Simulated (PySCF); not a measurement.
Ti(OH)2(H)2 (H4O2Ti), SMILES [TiH2]([OH])[OH], multiplicity 1.

The structure is a stationary point at B3LYP-D3(BJ)/def2-TZVP. The multiplicity is an assumed one; other spin states were not compared. The values are those of a single conformer.

Two levels are set side by side: PBE/def2-TZVPD (PySCF) and B3LYP/def2-TZVPD (PySCF). Same geometry, gas phase. Differences are taken from unrounded values.

```
quantity                     B3LYP
---------------------------  -----
orbital gap (eV)              5.57
highest occupied level (eV)  -7.99
lowest empty level (eV)      -2.43
dipole moment (D)             3.24
mean polarisability (bohr³)   52.1
```

### Question
What does PBE give, and how far is it from B3LYP? (An estimate is asked for; the answer gives what the named calculation found.)

### Answer

| quantity | PBE | PBE minus B3LYP |
|---|---|---|
| orbital gap (eV) | 3.40 | -2.17 |
| highest occupied level (eV) | -6.69 | 1.30 |
| lowest empty level (eV) | -3.29 | -0.86 |
| dipole moment (D) | 3.38 | 0.15 |
| mean polarisability (bohr³) | 54.3 | 2.2 |

PBE's occupied levels lie high since its potential decays too fast outside the molecule; exact exchange lowers them and widens the gap. PBE's more diffuse valence density responds more strongly to a field. Differences between two approximate levels are no errors against the true value.

Rough cost on one machine, each run with all the roots and properties that it gave: B3LYP against PBE within a factor of 2.
